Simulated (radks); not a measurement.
Values are calculated unless marked as measured or tabulated.
Ionisation of Ta+, [Xe] 4f14 5d3 6s1, to Ta2+, [Xe] 4f14 5d3, under several functionals. Scalar-relativistic Kohn-Sham, spin-polarised, spherical densities, finite nucleus; open shells are filled with parallel spins first (spin-orbit coupling, left out, can overturn this in heavy ions); a radial shooting solver on a logarithmic mesh with Libxc functionals. Known Delta-SCF values: LDA (Slater exchange, Perdew-Wang correlation) 15.940 eV. What does revPBE give, and what is its highest occupied eigenvalue?

Answer. 15.605 eV by Delta-SCF; the 5d eigenvalue is -11.301 eV. NIST: 16.2 eV (semi-empirical).
